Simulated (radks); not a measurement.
Results of a calculation; reference values are marked as such.
The tantalum ion Ta5+, configuration [Xe] 4f14. Level of theory: scalar-relativistic Kohn-Sham, LDA (Slater exchange, Perdew-Wang correlation), spin-polarised, spherical densities, finite nucleus; Fermi nuclear charge, rms radius 5.3507 fm (a radial shooting solver on a logarithmic mesh with Libxc functionals).

Unscreened Slater integrals over Kohn-Sham orbitals (eV). They are taken over the spin-up orbitals.

\begin{tabular}{lr}
integral & value \\ \hline
F0(4f,4f) & 39.807 \\
F2(4f,4f) & 19.098 \\
F4(4f,4f) & 12.016 \\
F6(4f,4f) & 8.6543 \\
F0(4f,5p) & 23.861 \\
F2(4f,5p) & 7.8269 \\
G2(4f,5p) & 3.5970 \\
G4(4f,5p) & 2.8811 \\
F0(4f,5s) & 26.667 \\
G3(4f,5s) & 4.3912 \\
F0(4f,4d) & 42.853 \\
F2(4f,4d) & 20.707 \\
F4(4f,4d) & 13.252 \\
G1(4f,4d) & 24.128 \\
G3(4f,4d) & 15.290 \\
G5(4f,4d) & 10.847 \\
F0(5p,5p) & 19.664 \\
F2(5p,5p) & 10.666 \\
F0(5p,5s) & 20.930 \\
G1(5p,5s) & 14.036 \\
F0(5p,4d) & 24.553 \\
F2(5p,4d) & 6.9002 \\
G1(5p,4d) & 1.8945 \\
G3(5p,4d) & 1.8602 \\
F0(5s,5s) & 22.571 \\
F0(5s,4d) & 27.625 \\
G2(5s,4d) & 2.8787 \\
F0(4d,4d) & 46.819 \\
F2(4d,4d) & 23.757 \\
F4(4d,4d) & 15.900 \\
\end{tabular}
